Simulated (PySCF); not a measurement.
CH3FOPb, SMILES C[O][Pb][F] (connectivity only; charge and spin as stated), neutral, multiplicity 1. Atoms are numbered in the order given.

```xyz
7

Pb     0.1470     0.4600     0.0000
F     -1.8679    -0.0392     0.0000
O      0.7748    -1.5498     0.0000
C     -0.0804    -2.6648     0.0000
H     -0.7428    -2.6966    -0.8864
H      0.5266    -3.5892     0.0000
H     -0.7428    -2.6966     0.8864
```

Coordinates come from a B3LYP-D3(BJ)/def2-SVP optimisation. A frequency run showed that this geometry is not a minimum. The def2 effective core potentials stand for the cores of Pb; spin–orbit coupling is left out. Other conformers were not sampled.

All values below come from HF/def2-TZVPD (PySCF).

Mulliken values depend strongly on the basis, most of all with diffuse functions as here. ESP charges are fitted to the potential on shells at 1.4 to 2.0 van der Waals radii. Atomic charges (e):

```
atom  ESP fit  Mulliken
----  -------  --------
Pb1       ___      1.23
F2      -0.47     -0.72
O3        ___     -0.74
C4        ___     -0.05
H5       0.06      0.08
H6       0.01      0.12
H7       0.06      0.08
```

### Question
What belongs in the gaps? (Estimate from the structure and the level; the computed values follow.)

### Answer

- Pb1, ESP fit: 0.79
- O3, ESP fit: -0.50
- C4, ESP fit: 0.05
